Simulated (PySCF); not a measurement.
C6H4BClF2.
Bonds: F1–B2, B2–F3, B2–C4, C4–C5 (aromatic), C5–C6 (aromatic), C6–C7 (aromatic), C7–Cl8, C7–C9 (aromatic), C9–C10 (aromatic), C4–C10 (aromatic). Hydrogens: H11 on C5; H12 on C6; H13 on C9; H14 on C10.

Computed with PySCF at wB97X-D/def2-SVPD, non-relativistic, on one gas-phase PBE0-D3(BJ)/def2-SVP geometry that isn't relaxed in the solvent. The solvent is an IEF-PCM continuum (Bondi radii, 1.10 Å for H, scaled by 1.2). Only the electrostatic response of the medium enters.

Gas phase at wB97X-D/def2-SVPD: HOMO -9.40 eV, LUMO -0.10 eV, dipole 0.74 D.

Q: What does the continuum do to the energy, the frontier levels and the dipole at wB97X-D/def2-SVPD in acetone and water?

A: 
```json
{"solvent": "acetone", "ε": "20.49", "E(solvent) − E(gas) (kcal/mol)": "-3.23", "polarisation term (kcal/mol)": "-3.56", "distortion of the solute (kcal/mol)": "0.33", "HOMO (eV)": "-9.28", "LUMO (eV)": "0.05", "dipole (D)": "0.72"}
{"solvent": "water", "ε": "78.36", "E(solvent) − E(gas) (kcal/mol)": "-3.43", "polarisation term (kcal/mol)": "-3.80", "distortion of the solute (kcal/mol)": "0.37", "HOMO (eV)": "-9.28", "LUMO (eV)": "0.05", "dipole (D)": "0.71"}
```

The polarisation term is half the interaction of the solute with the surface charges that it induces; the rest is the cost of distorting the solute's density. The sum is the electrostatic part of solvation alone. From acetone to water the lowering changes by a factor 1.06, Onsager's factor (ε − 1)/(2ε + 1) by 1.06 and ε itself by 3.8.

Q: How does the static polarisability (wB97X-D/def2-SVPD, frozen core, with the continuum's full static response) change?

A: 
```tsv
medium	isotropic (au)	principal values (au)	⟨r²⟩ of the electrons (bohr²)
gas	96.3	57.4, 95.1, 136.5	2130.3
acetone	130.8	78.4, 134.1, 179.7	2131.0
water	133.5	80.7, 137.3, 182.5	2131.0
```

The isotropic value in water is 1.39 times the gas-phase one; no cavity-field correction is applied. ⟨r²⟩ is taken about the centre of nuclear charge.

The values belong to the conformer `[F:1][B:2]([F:3])[c:4]1[cH:5][cH:6][c:7]([Cl:8])[cH:9][cH:10]1`: F1–B2–C4–C5 0°.

wB97X-D is run here without its empirical dispersion term; that term would change no orbital, density or response property at a fixed geometry.
